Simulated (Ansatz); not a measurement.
A calculation with Ansatz (development build ahead of 0.2.0).

```yaml
crystal:
  periodic: [false, false, false]
  atoms:
    - { symbol: Au, position_ang: [0.0, 0.0, 0.0] }
basis:
  gaussian: { orbitals: def2-TZVPP }
magnetization:
  spin_polarized: true
  initial_magnetization: 1
hamiltonian:
  xc: pbe
```

The input is written out in the form of the current development build from the run's settings. The basis set brings a core potential for Au, so the total leaves out those core electrons.

Output:

```yaml
Converged: yes
Total_energy: -135.74600 hartree
Spin_squared_of_the_determinant: 0.751
```
